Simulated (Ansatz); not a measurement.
Reaction (formal exchange of groups at the Si–Si bond): `F[SiH]([SiH3])S` + `OI` → `F[SiH](S)I` + `O[SiH3]`

Gas-phase electronic energies from Ansatz, PBE0-D4/def2-TZVP geometries. CBS: MP2 limit from def2 TZ/QZ plus the TZ coupled-cluster correction, frozen cores. Functionals use def2-TZVPP. HSE06 is defined as in plane-wave codes. def2 core potentials past Kr. For I outer-core shells are correlated without core-valence functions, which leaves a few kJ/mol of doubt a bond. One conformer a species, not always the lowest.

```
             level  ΔE (kcal/mol)  difference from CCSD(T)/CBS
         revPBE-D4          -67.7                          9.0
           BLYP-D4          -68.7                          8.0
           PBE0-D4          -73.7                          3.0
        r2SCANh-D4          -76.7                          0.0
          HSE06-D4          -73.7                          3.0
           ωB97M-V          -76.8                         -0.1
              PBE0          -73.6                          3.1
           r2SCANh          -76.8                         -0.1
             HSE06          -73.6                          3.1
RPA@PBE/def2-TZVPP          -71.8                          4.9
       CCSD(T)/CBS          -76.7                            0
```

Q: What do rigid-rotor, harmonic-oscillator terms from PBE0-D4/def2-TZVP frequencies (298.15 K, 1 bar) make of the CCSD(T)/CBS value? (An estimate is asked.)

A: The calculation gave: ΔZPE = +1.1 kcal/mol, ΔH = -75.8 kcal/mol, ΔS = -5 J/(mol·K), ΔG = -75.4 kcal/mol.

Largest T1 diagnostic among the species: 0.013.

From r2SCAN to r2SCAN0 (25 % exact exchange), in def2-TZVPP and without D4, ΔE moves by −3.5 kcal/mol. Leaving LDA and LC-ωPBE aside and taking each functional with its dispersion term where it has one, the values, not all of them listed here, spread over 11.7 kcal/mol, from PBE-QIDH to revPBE-D4. LDA lies −3.3 kcal/mol from PBE without D4.
